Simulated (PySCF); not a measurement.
## Cr¹⁰⁺ (chromium, charge +10): UHF calculation

Configuration: [Ne] 3s2 3p2, high-spin 3P determinant. Computed with PySCF 2.14 in an even-tempered Gaussian basis (19 s from 0.49 bohr⁻², ratio 2.5; 12 p from 0.64 bohr⁻², ratio 2.5; 5 d from 3.8 bohr⁻², ratio 2.7; 4 f from 5.7 bohr⁻², ratio 2.7), with the spin-free X2C one-electron Hamiltonian (Gaussian nucleus).

| Item | Value |
| --- | --- |
| Total energy | -1011.113503 hartree |
| One-electron energy | -1256.0743 hartree |
| Hartree (Coulomb) energy | 286.0191 hartree |
| Exchange energy | -41.0583 hartree |
| ⟨S²⟩ | 2.0035 |
| ⟨L²⟩ | 2.010 |
| Sum of ⟨r⟩ | 5.421 bohr |
| Sum of ⟨r²⟩ | 3.572 bohr² |
| Traceless quadrupole moment −½Σ⟨3z² − r²⟩ along its main axis | 0.291 e·bohr² |

```json
{"shell": "1s α", "electrons": "1", "mean orbital energy (hartree)": "-231.72796", "spread (hartree)": "0", "rms radius, mean of both spins (bohr)": "0.0734"}
{"shell": "1s β", "electrons": "1", "mean orbital energy (hartree)": "-231.63569", "spread (hartree)": "0", "rms radius, mean of both spins (bohr)": "0.0734"}
{"shell": "2s α", "electrons": "1", "mean orbital energy (hartree)": "-35.94225", "spread (hartree)": "0", "rms radius, mean of both spins (bohr)": "0.313"}
{"shell": "2s β", "electrons": "1", "mean orbital energy (hartree)": "-35.87204", "spread (hartree)": "0", "rms radius, mean of both spins (bohr)": "0.313"}
{"shell": "2p α", "electrons": "3", "mean orbital energy (hartree)": "-31.62067", "spread (hartree)": "0.06488", "rms radius, mean of both spins (bohr)": "0.284"}
{"shell": "2p β", "electrons": "3", "mean orbital energy (hartree)": "-31.48788", "spread (hartree)": "0.07915", "rms radius, mean of both spins (bohr)": "0.284"}
{"shell": "3s α", "electrons": "1", "mean orbital energy (hartree)": "-11.18156", "spread (hartree)": "0", "rms radius, mean of both spins (bohr)": "0.844"}
{"shell": "3s β", "electrons": "1", "mean orbital energy (hartree)": "-10.67284", "spread (hartree)": "0", "rms radius, mean of both spins (bohr)": "0.844"}
{"shell": "3p α", "electrons": "2", "mean orbital energy (hartree)": "-9.89735", "spread (hartree)": "0", "rms radius, mean of both spins (bohr)": "0.853"}
```

Densities and radii are taken from the X2C orbitals without a picture-change correction, which distorts them close to the nucleus.

Spin-orbit constants ζ (cm⁻¹) from the X2C one-electron operator on these orbitals: bare nucleus, nucleus screened by l(l+1)(2l+1)/3 electrons, and screened by the Breit-Pauli mean field of the electrons.

```csv
shell,bare,screened nucleus,mean field
2p,50430,46230,44370
3p,8471,7765,7434
```

To first order the Landé constant is A = 3717 cm⁻¹, so the lowest level has J = 0 and lies 0.922 eV below the centre of the term. This holds in LS coupling only.
